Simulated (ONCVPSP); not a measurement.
**How hard is this zinc (Zn) ONCV potential?**

* Element: Zn
* Generator: ONCVPSP 4.0.1
* Type: optimised norm-conserving Vanderbilt (ONCV)
* Functional: PBE
* Relativity: scalar-relativistic
* Frozen core: [Ne]
* Valence charge: 20
* Reference configuration: 3s2 3p6 3d10 (charge +2)
* Partial waves: 3s: rc 1.05 bohr, ncon 4, nbas 9, qcut 11.1 1/bohr, 2 projectors, debl 2.1 Ha; 3p: rc 0.85 bohr, ncon 5, nbas 8, qcut 12.7 1/bohr, 3 projectors, debl 2 Ha; 3d: rc 1.40 bohr, ncon 3, nbas 7, qcut 11 1/bohr, 3 projectors, debl 2.5 Ha; f scattering state at 0.4 Ha: rc 1.35 bohr, ncon 4, nbas 7, qcut 7.7 1/bohr, 1 projector
* Local potential: polynomial inside 0.70 bohr (lpopt 3, dvloc0 0 Ha)
* Core correction: none

In the s channel the program set the typed energies aside and used -5.517, 0.250 Ha. In the p channel the program set the typed energies aside and used -3.833, 0.250, 2.250 Ha.

For each optimised wave give the share of its norm inside rc, the residual kinetic energy above qcut (Ha) and the cutoffs (Ha) for errors of 10, 1, 0.1 and 0.01 mHa per electron.

```json
{"wave": "3s", "norm inside rc": "0.915", "residual KE": "1.3e-05", "10 mHa": "35.2", "1 mHa": "46.4", "0.1 mHa": "54.3", "0.01 mHa": "67.3"}
{"wave": "s projector 2", "norm inside rc": "0.023", "residual KE": "5.6e-06", "10 mHa": "12.0", "1 mHa": "38.8", "0.1 mHa": "50.1", "0.01 mHa": "59.2"}
{"wave": "3p", "norm inside rc": "0.729", "residual KE": "4.7e-04", "10 mHa": "36.8", "1 mHa": "67.3", "0.1 mHa": "220.7", "0.01 mHa": "273.6"}
{"wave": "p projector 2", "norm inside rc": "0.019", "residual KE": "3.1e-05", "10 mHa": "25.8", "1 mHa": "36.6", "0.1 mHa": "58.1", "0.01 mHa": "113.3"}
{"wave": "p projector 3", "norm inside rc": "0.017", "residual KE": "4.5e-05", "10 mHa": "27.8", "1 mHa": "38.4", "0.1 mHa": "68.3", "0.01 mHa": "123.5"}
{"wave": "3d", "norm inside rc": "0.867", "residual KE": "6.2e-06", "10 mHa": "42.1", "1 mHa": "48.9", "0.1 mHa": "54.3", "0.01 mHa": "59.4"}
{"wave": "d projector 2", "norm inside rc": "0.066", "residual KE": "1.1e-05", "10 mHa": "39.7", "1 mHa": "48.4", "0.1 mHa": "55.0", "0.01 mHa": "62.0"}
{"wave": "d projector 3", "norm inside rc": "0.080", "residual KE": "7.0e-05", "10 mHa": "44.4", "1 mHa": "52.9", "0.1 mHa": "59.6", "0.01 mHa": "83.8"}
{"wave": "f projector 1", "norm inside rc": "0.010", "residual KE": "2.5e-05", "10 mHa": "5.0", "1 mHa": "13.6", "0.1 mHa": "24.0", "0.01 mHa": "45.7"}
```

The occupied waves need 67 Ha and 221 Ha for 1 and 0.1 mHa.
